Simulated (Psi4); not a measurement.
C$_{2}$H$_{4}$O$_{2}$, charge +1, doublet, geometry from GFN2-xTB (a state made from the parent by changing its charge; the spin is typed, not shown lowest); Psi4 with BHHLYP/STO-3G.

Psi4 was given this input:
```
memory 2 GB

molecule mol {
1 2
C    -1.427215   -0.344774   -0.062846
O    -0.108325   -0.803329    0.059793
C     0.883663    0.035305   -0.040013
O     0.961308    1.207845    0.095805
H    -1.805255   -0.416984   -1.099670
H    -2.034504   -1.081611    0.491621
H    -1.535071    0.691863    0.281012
H     1.812279   -0.572576   -0.300594
}

set {
  basis sto-3g
  reference uks
  scf_type pk
  puream true
  d_convergence 1e-8
  dft_radial_points 99
  dft_spherical_points 590
}

energy('bhhlyp')
print_variables()
```

Output, abridged:

```
   => Loading Basis Set <=

    Name: STO-3G
    Role: ORBITAL
    Keyword: BASIS

         ---------------------------------------------------------
                                   SCF
               by Justin Turney, Rob Parrish, Andy Simmonett
                          and Daniel G. A. Smith
                              UKS Reference
         ---------------------------------------------------------

  ==> Geometry <==

    Molecular point group: c1
    Full point group: C1

    Geometry (in Angstrom), charge = 1, multiplicity = 2:

       Center              X                  Y                   Z               Mass
    ------------   -----------------  -----------------  -----------------  -----------------
         C           -1.486033256466    -0.367540478523    -0.073207792567    12.000000000000
         O           -0.167143256466    -0.826095478523     0.049431207433    15.994914619570
         C            0.824844743534     0.012538521477    -0.050374792567    12.000000000000
         O            0.902489743534     1.185078521477     0.085443207433    15.994914619570
         H           -1.864073256466    -0.439750478523    -1.110031792567     1.007825032230
         H           -2.093322256466    -1.104377478523     0.481259207433     1.007825032230
         H           -1.593889256466     0.669096521477     0.270650207433     1.007825032230
         H            1.753460743534    -0.595342478523    -0.310955792567     1.007825032230

  Running in c1 symmetry.

  Rotational constants: A =      0.77964  B =      0.20803  C =      0.17021 [cm^-1]
  Rotational constants: A =  23372.98584  B =   6236.62468  C =   5102.88000 [MHz]
  Nuclear repulsion =  122.492081145556526

  Charge       = 1
  Multiplicity = 2
  Electrons    = 31
  Nalpha       = 16
  Nbeta        = 15

  ==> Algorithm <==

  SCF Algorithm Type is PK.
  DIIS enabled.
  MOM disabled.
  Fractional occupation disabled.
  Guess Type is SAD.
  Energy threshold   = 1.00e-06
  Density threshold  = 1.00e-08
  Integral threshold = 1.00e-12

  ==> Primary Basis <==

  Basis Set: STO-3G
    Blend: STO-3G
    Number of shells: 16
    Number of basis functions: 24
    Number of Cartesian functions: 24
    Spherical Harmonics?: true
    Max angular momentum: 1

  ==> DFT Potential <==

   => LibXC <=

    Version 7.1.2
    S. Lehtola, C. Steigemann, M. J. T. Oliveira, and M. A. L. Marques,  SoftwareX 7, 1–5 (2018) (10.1016/j.softx.2017.11.002)

   => Composite Functional: BHANDHLYP <=

[...]
      Ntotal   =   30.9999999895 ; deviation = -1.053e-08

   @Spin Contamination Metric:   9.912747878E-03
   @S^2 Expected:                7.500000000E-01
   @S^2 Observed:                7.599127479E-01
   @S   Expected:                5.000000000E-01
   @S   Observed:                5.000000000E-01

    Orbital Energies [Eh]
    ---------------------

    Alpha Occupied:

[...]
      16A     -0.601074

    Alpha Virtual:

[...]
    Beta Occupied:

[...]
    Beta Virtual:

[...]
    Final Occupation by Irrep:
              A
    DOCC [    15 ]
    SOCC [     1 ]
    NA   [    16 ]
    NB   [    15 ]

  @UKS Final Energy:  -225.57366749971533

   => Energetics <=

    Nuclear Repulsion Energy =            122.4920811455565257
    One-Electron Energy =                -540.6134538561816498
    Two-Electron Energy =                 207.5349647426144486
    DFT Exchange-Correlation Energy =     -14.9872595317046784
    Empirical Dispersion Energy =           0.0000000000000000
    VV10 Nonlocal Energy =                  0.0000000000000000
    Total Energy =                       -225.5736674997153273

  UHF NO Occupations:
  HONO-2 :   14  A 1.9984146
  HONO-1 :   15  A 1.9974051
  HONO-0 :   16  A 1.0000000
  LUNO+0 :   17  A 0.0025949
  LUNO+1 :   18  A 0.0015854
  LUNO+2 :   19  A 0.0004704
  LUNO+3 :   20  A 0.0003012

Computation Completed

Properties will be evaluated at   0.000000,   0.000000,   0.000000 [a0]

Properties computed using the SCF density matrix

 Multipole Moments:

 ------------------------------------------------------------------------------------
     Multipole            Electronic (a.u.)      Nuclear  (a.u.)        Total (a.u.)
 ------------------------------------------------------------------------------------

 L = 1.  Multiply by 2.5417464519 to convert [e a0] to [Debye]
 Dipole X            :          3.8619317           -3.5568108            0.3051209
 Dipole Y            :          1.3257544           -1.3767058           -0.0509513
 Dipole Z            :          0.4040693           -0.6265923           -0.2225230
 Magnitude           :                                                    0.3810660

 ------------------------------------------------------------------------------------

  Variable Map:
  ----------------------------------------------------------------------------
[...]
  Array Variable Map:
  ----------------------------------------------------------------------------
[...]
[...]
```
